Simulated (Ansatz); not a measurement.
`[CH3][AlH][BH]O` + `[SiH3]S` → `CS[SiH3]` + `O[BH][AlH2]` at 298.15 K and 1 bar (substitution at a C–Al bond).

Computed with Ansatz on PBE0-D4/def2-TZVP structures; ΔE is electronic, products minus reactants. CCSD(T)/CBS is the MP2 limit (def2-TZVPP, def2-QZVPP) plus CCSD(T) − MP2 in def2-TZVPP, frozen cores. Each species was taken in one conformer, which may not be the lowest.

| species | CCSD(T)/CBS energy (Eh) | H − E (kJ/mol) | S (J/(mol·K)) |
| --- | --- | --- | --- |
| `[CH3][AlH][BH]O` | -383.66285 | 203.5 | 353.1 |
| `[SiH3]S` | -689.27336 | 102.7 | 272.7 |
| `CS[SiH3]` | -728.52947 | 184.9 | 312.0 |
| `O[BH][AlH2]` | -344.38728 | 121.5 | 296.2 |

H − E and S are ideal-gas, rigid-rotor, harmonic terms from PBE0-D4/def2-TZVP, for one conformer and one mirror image of each species. 1 Eh = 2625.50 kJ/mol, R = 8.31446 J/(mol·K).

**Question.** By hand: ΔE, ΔH, ΔS and ΔG.

**Answer.** ΔE = (-728.52947) + (-344.38728) − (-383.66285) − (-689.27336) = 0.01946 Eh = 51.1 kJ/mol. Δ(H − E) = 184.9 + 121.5 − 203.5 − 102.7 = 0.2, so ΔH = 51.3 kJ/mol. ΔS = 312.0 + 296.2 − 353.1 − 272.7 = -17.6 J/(mol·K). ΔG = 51.3 − 298.15 × (-17.6)/1000 = 56.5 kJ/mol.

**Question.** By hand: the equilibrium constant, and the temperature at which ΔG would vanish if ΔH and ΔS stayed fixed.

**Answer.** log₁₀ K = −ΔG/(RT ln 10) = -9.9. ΔH and −TΔS have one sign here, so there is no such temperature.

ΔH outweighs TΔS. A doubt of 5 kJ/mol in ΔE shifts log₁₀ K by 0.9 here. Other conformers and mirror images would add mixing entropy, several J/(mol·K) or more a flexible species. Modes under 60 cm⁻¹, often nearly free rotors, make the harmonic entropy too high. These are equilibria of isolated gas molecules and say nothing of rates. Largest T1 diagnostic: 0.014 (customary marks: 0.02 for closed shells, 0.045 for open ones).
